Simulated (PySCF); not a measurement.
Q: Give a PBE0-D3(BJ)/def2-SVP geometry of 4H-pyran-4-thione (`S=C1C=COC=C1`).

A: 
```xyz
11
C5H4OS angstrom
S     -1.8490    2.2143    0.0781
C     -0.8050    0.9366    0.0397
C     -1.2359   -0.4461    0.0316
C     -0.3408   -1.4559   -0.0003
O      0.9890   -1.2615   -0.0268
C      1.4466    0.0023   -0.0208
C      0.6358    1.0811    0.0105
H     -2.3032   -0.6701    0.0518
H     -0.5959   -2.5164   -0.0081
H      2.5365    0.0396   -0.0439
H      1.0693    2.0819    0.0138
```

Orientation and origin are arbitrary. Atoms count from 1 in this order. The C–C distances run from 1.350 Å (C3–C4, drawn aromatic) to 1.448 Å (C2–C3, drawn aromatic), a spread of 0.098 Å. The 7 heavy atoms lie in one plane (0.000 Å rms). The 6-membered ring C2–C3–C4–O5–C6–C7 has internal angles of 113.0° to 123.2° (sum 720°, against 720° for a flat polygon); it is planar, 0.00 Å rms from its mean plane, widest ring torsion 0°.

Bonds between heavy atoms (Å): S1=C2 1.650, C2–C3 1.448, C3–C4 1.350, C4–O5 1.344, O5–C6 1.344, C6–C7 1.350, C2–C7 1.448.

Level of theory: PBE0-D3(BJ)/def2-SVP geometry optimisation, gas phase in PySCF 2.14.0.

Point group: C2v (every atom within 0.08 Å of its image). Whether it is a minimum is left open (no frequencies).

Time: 35 s of wall time. Hardware: one thread, Arm Neoverse V1, no GPU, shared host. These figures are those of the optimisation.
